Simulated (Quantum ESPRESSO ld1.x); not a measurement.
Values are calculated unless marked as measured or tabulated.
Task: These are the eigenvalues of the occupied orbitals of an atom or ion with whole-number occupations (hartree). Code: ld1.x of Quantum ESPRESSO 7.5. Model: scalar-relativistic Kohn-Sham, LDA (Slater exchange, Perdew-Zunger correlation), spin-polarised, spherical densities, point nucleus.

| orbital | eigenvalue |
|---|---|
| 1s up | -489.516 |
| 1s down | -489.507 |
| 2s up | -64.4846 |
| 2s down | -64.4788 |
| 2p up | -57.0385 |
| 2p down | -57.0301 |
| 3s up | -9.60182 |
| 3s down | -9.59010 |
| 3p up | -7.25079 |
| 3p down | -7.23746 |
| 3d up | -3.34753 |
| 3d down | -3.33036 |
| 4s up | -1.58317 |
| 4s down | -1.48446 |
| 4p up | -1.08118 |

Which element is it, and in what charge state? The configuration may be excited. Open shells, if any, are filled with parallel spins first.

Result: Z = 35, bromine, charge +2: Br2+ in [Ar] 3d10 4s2 4p3. The list shows which subshells hold electrons but not how many an open one holds; the 1s level, -489.52 hartree, gives Z - s = 31.3 by -(Z - s)^2/2, which with screening and relativity narrows Z to a few neighbours, and the depths of the outer levels then fix element, charge and occupations together.
